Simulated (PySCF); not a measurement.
Cl2OTi, multiplicity 1. Atoms are numbered in the order given.

```xyz
4

Ti    -0.1061     0.3093     0.0000
O      0.1100     1.8814     0.0000
Cl     0.0428    -0.6428    -2.0036
Cl     0.0428    -0.6428     2.0036
```

Geometry: TPSSh-D3(BJ)/def2-SVP. The multiplicity is an assumed one; other spin states were not compared.

Calculation: TDA-ωB97X/def2-SVPD (PySCF 2.14.0).

Vertical excitations. Isolated molecule, no solvent. State labels are in the subgroup Cs.

Give excitation energies, oscillator strengths and character. (Estimate from the structure and the level; the computed values follow.)


| state | symmetry | energy (eV) | λ (nm) | f | main pairs |
|---|---|---|---|---|---|
| S1 | A" | 4.06 | 305 | 0.000 | HOMO→LUMO 83 % |
| S2 | A' | 4.19 | 296 | 0.000 | HOMO→LUMO+1 91 % |
| S3 | A' | 4.43 | 280 | 0.002 | HOMO−1→LUMO 75 %, HOMO−7→LUMO 14 % |
| S4 | A" | 4.52 | 274 | 0.000 | HOMO−1→LUMO+1 75 % |
| S5 | A' | 4.77 | 260 | 0.023 | HOMO−2→LUMO 66 %, HOMO−6→LUMO 16 % |
| S6 | A" | 4.80 | 258 | 0.002 | HOMO−3→LUMO 85 % |
| S7 | A' | 4.92 | 252 | 0.003 | HOMO−6→LUMO 44 %, HOMO−2→LUMO 21 %, HOMO−5→LUMO 20 % |
| S8 | A" | 4.92 | 252 | 0.000 | HOMO−4→LUMO 70 %, HOMO−2→LUMO+1 14 % |
| S9 | A' | 5.01 | 247 | 0.013 | HOMO−4→LUMO+1 46 %, HOMO−3→LUMO+1 37 %, HOMO−6→LUMO 7 % |
| S10 | A" | 5.16 | 240 | 0.005 | HOMO−6→LUMO+1 62 %, HOMO−5→LUMO+1 22 % |
| T1 | A" | 3.99 | 311 | 0 | HOMO→LUMO 81 % |
| T2 | A' | 4.08 | 304 | 0 | HOMO→LUMO+1 87 % |
| T3 | A' | 4.18 | 297 | 0 | HOMO−1→LUMO 54 %, HOMO−7→LUMO 28 % |
| T4 | A" | 4.33 | 286 | 0 | HOMO−1→LUMO+1 73 %, HOMO−7→LUMO+1 15 % |
Triplets are in the Tamm–Dancoff approximation.
